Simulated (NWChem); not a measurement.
AlH3O2; SMILES [OH][AlH][OH]

```xyz
6

Al    -0.3565    -0.1424    -0.2465
H     -1.5275    -0.9449    -0.9266
O     -0.1438     1.4779    -0.7004
H      0.5322     2.0648    -0.3584
O      0.6991    -0.8074     0.9104
H      0.6799    -1.7046     1.2450
```
Atoms are numbered in this order, from 1.

Results from NWChem. Geometry: optimised at PBE0/def2-SVP. GIAO values for the isolated, static molecule; σ is the absolute isotropic shielding.

| level | basis functions | σ Al1 (ppm) | σ H2 (ppm) | σ O3 (ppm) | σ H4 (ppm) | σ O5 (ppm) | σ H6 (ppm) | relative time |
|---|---|---|---|---|---|---|---|---|
| PBE0/cc-pVDZ | 61 | 491.5 | 27.10 | 304.2 | 30.04 | 281.8 | 29.47 | 2 |
| PBE0/cc-pVTZ | 136 | 439.6 | 26.98 | 299.7 | 30.00 | 278.2 | 29.42 | 7 |
| PBE0/pcSseg-1 | 73 | 439.4 | 27.20 | 302.4 | 29.53 | 283.3 | 29.19 | 1 |
| PBE0/pcSseg-2 | 157 | 437.0 | 27.04 | 295.6 | 29.86 | 274.5 | 29.40 | 7 |

Relative times are rough (shared machine, one core).
